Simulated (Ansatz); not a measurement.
Program: Ansatz. Geometries: PBE0-D4/def2-TZVP. ΔE: electronic, gas phase. CBS: MP2 limit from def2 TZ/QZ plus the TZ coupled-cluster correction, frozen cores. Functionals use def2-TZVPP. def2 core potentials past Kr. For Sn outer-core shells are correlated without core-valence functions, which leaves a few kJ/mol of doubt a bond. Each species was taken in one conformer, which may not be the lowest.

`C#[C][SnH2][C]#C` + `C[NH][Al]([CH3])[F]` → `C#[C][SnH2][F]` + `C#[C][Al]([CH3])[NH]C`  (redistribution)

Problem. Is it downhill or uphill in electronic energy at CCSD(T)/CBS, and by how much? (Estimate.)

Solution. Computed: Uphill: ΔE = +86.6 kJ/mol.

Problem. What do these levels give: PBE-D4, r2SCAN-D4, PBE0-D4, ωB97M-V, B2PLYP, PBE, r2SCAN, MP2/def2-TZVPP, CCSD/def2-TZVPP, CCSD(T)/def2-TZVPP, MP2/def2-QZVPP, HF/CBS(def2)? (An estimate is asked.)

Solution. The calculation gave: PBE-D4 72.6, r2SCAN-D4 75.2, PBE0-D4 79.4, ωB97M-V 81.7, B2PLYP 83.5, PBE 72.3, r2SCAN 75.3, MP2/def2-TZVPP 97.5, CCSD/def2-TZVPP 93.5, CCSD(T)/def2-TZVPP 92.6, MP2/def2-QZVPP 93.7, HF/CBS(def2) 81.6 kJ/mol.

Largest T1 diagnostic among the species: 0.014.

From PBE to PBE0 (25 % exact exchange), in def2-TZVPP and without D4, ΔE moves by +6.9 kJ/mol. In def2-TZVPP, CCSD(T) changes the Hartree–Fock value by +9.5 kJ/mol (the triples alone add −0.9 kJ/mol) and MP2 by +14.5 kJ/mol.
